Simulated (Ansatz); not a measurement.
A nudged elastic band was laid between two geometries of CH9ClGeSi2 (14 atoms, charge 0, multiplicity 1).

Computed with RHF/def2-SVP in Ansatz 0.2.0.

| Property | Result |
| --- | --- |
| movable images | 3 |
| climbing image | yes |
| spring | 5.0 eV/Å² |
| optimiser | quadratic models (default) |
| start path | through a guess of the saddle point |
| force threshold | 0.05 eV/Å |
| iteration limit | 60 |
| end points | relaxed |

Image 0:

```xyz
14
Properties=species:S:1:pos:R:3
Si -1.052 -1.079 1.669
Ge 0.233 0.505 0.373
Si 1.958 -0.549 -0.951
C -0.996 1.492 -0.839
Cl -1.791 0.348 -1.983
H -2.252 -0.413 2.231
H -1.475 -2.219 0.824
H -0.219 -1.592 2.784
H 0.864 1.555 1.310
H 3.046 -1.016 -0.058
H 1.410 -1.711 -1.687
H 2.515 0.426 -1.920
H -0.467 2.228 -1.438
H -1.786 1.996 -0.289
```

Image 4:

```xyz
14
Properties=species:S:1:pos:R:3
Si -1.027 -1.108 1.665
Ge 0.288 0.464 0.386
Si 1.857 -0.619 -1.100
C -0.935 1.605 -0.688
Cl -1.883 0.590 -1.837
H -1.567 -2.169 0.785
H -0.173 -1.735 2.704
H -2.151 -0.402 2.328
H 1.045 1.409 1.342
H 2.953 -1.222 -0.303
H 1.185 -1.686 -1.876
H 2.434 0.377 -2.035
H -0.390 2.335 -1.281
H -1.650 2.132 -0.062
```

Q: Which bonds break or form, and what moves?

A: No bond is made or broken. The dihedral H6–Si1–Ge2–Si3 goes from -168 to -47°. The two ends are copies of one structure, up to a mirror image or an exchange of like atoms.

Q: Give the energies along the band, and the barrier.

A: The run converged. The highest image is number 2 of 0 to 4, 0.035 eV above the ends, which have the same energy within 2 meV. Another band between the same ends (5 images) ends at a top of the same energy, where a vibrational analysis finds 1 clearly imaginary mode. So few images can step over the top or miss a turn of the path.

```tsv
image	path coordinate (Å)	energy (eV)	dihedral H6–Si1–Ge2–Si3 (°)
0	0.00	0.000	-168
1	1.21	0.019	-138
2	2.41	0.035	-108
3	3.61	0.016	-77
4	4.81	0.000	-47
```

Q: What is the geometry of the highest image?

A: 
```xyz
14
Properties=species:S:1:pos:R:3:forces:R:3
Si -1.024 -1.094 1.707 0.05 -0.01 0.00
Ge 0.271 0.467 0.379 -0.02 0.01 0.00
Si 1.869 -0.604 -1.083 -0.01 0.00 0.00
C -0.960 1.566 -0.731 0.05 0.00 -0.01
Cl -1.766 0.540 -1.974 0.00 -0.01 -0.01
H -2.413 -1.153 1.202 -0.04 0.00 -0.02
H -0.423 -2.447 1.637 0.01 -0.01 0.00
H -1.043 -0.659 3.125 0.00 0.01 0.01
H 1.008 1.449 1.312 0.01 0.00 0.00
H 2.951 -1.207 -0.267 0.00 0.00 0.01
H 1.224 -1.668 -1.885 0.00 0.00 0.01
H 2.461 0.406 -1.992 0.00 0.00 -0.01
H -0.423 2.348 -1.262 -0.01 -0.01 0.00
H -1.744 2.028 -0.139 -0.03 0.01 0.02
```

Run time: 110 s on 2 threads of Arm Neoverse V2, with other jobs on the host, peak memory 0.41 GiB.
